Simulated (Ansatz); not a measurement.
One change: `[CH3][Sc]([CH3])[NH2]` becomes `[CH3][Sc]([CH3])[Cl]`.

Ansatz, PBE0-D4/def2-TZVP geometries, multiplicity 1. Each molecule was computed in one conformer, which needn't be the lowest.

Scalar relativity is left out up to krypton.

```json
{"property": "HOMO–LUMO gap (B3LYP/def2-TZVPP) / eV", "`[CH3][Sc]([CH3])[NH2]`": "4.43"}
{"property": "LUMO energy (ωB97M-V/def2-TZVPP) / eV", "`[CH3][Sc]([CH3])[NH2]`": "-0.03"}
{"property": "LUMO energy (B3LYP/def2-TZVPP) / eV", "`[CH3][Sc]([CH3])[NH2]`": "-1.90"}
{"property": "LUMO energy (PBE/def2-TZVPP) / eV", "`[CH3][Sc]([CH3])[NH2]`": "-2.45"}
{"property": "HOMO energy (PBE/def2-TZVPP) / eV", "`[CH3][Sc]([CH3])[NH2]`": "-5.24"}
{"property": "size of the dipole moment (PBE/def2-TZVPP) / D", "`[CH3][Sc]([CH3])[NH2]`": "1.49"}
```

(1) What does the change do to each property? (An estimate is asked.)

Results:

(1) Computed: 
| property | `[CH3][Sc]([CH3])[Cl]` | shift |
| --- | --- | --- |
| HOMO–LUMO gap (B3LYP/def2-TZVPP) / eV | 4.29 | -0.14 |
| LUMO energy (ωB97M-V/def2-TZVPP) / eV | -0.62 | -0.59 |
| LUMO energy (B3LYP/def2-TZVPP) / eV | -2.66 | -0.76 |
| LUMO energy (PBE/def2-TZVPP) / eV | -3.24 | -0.79 |
| HOMO energy (PBE/def2-TZVPP) / eV | -5.85 | -0.61 |
| size of the dipole moment (PBE/def2-TZVPP) / D | 1.70 | 0.21 |

With PBE0 the HOMO falls by 0.63 eV and the LUMO falls by 0.75 eV, so the gap narrows by about 0.12 eV. PBE moves the HOMO by -0.61 eV and ωB97M-V by -0.62 eV. Dipoles are sizes alone; their direction can turn.

B3LYP here is the variant with VWN-RPA as its local correlation; programs differ in this.
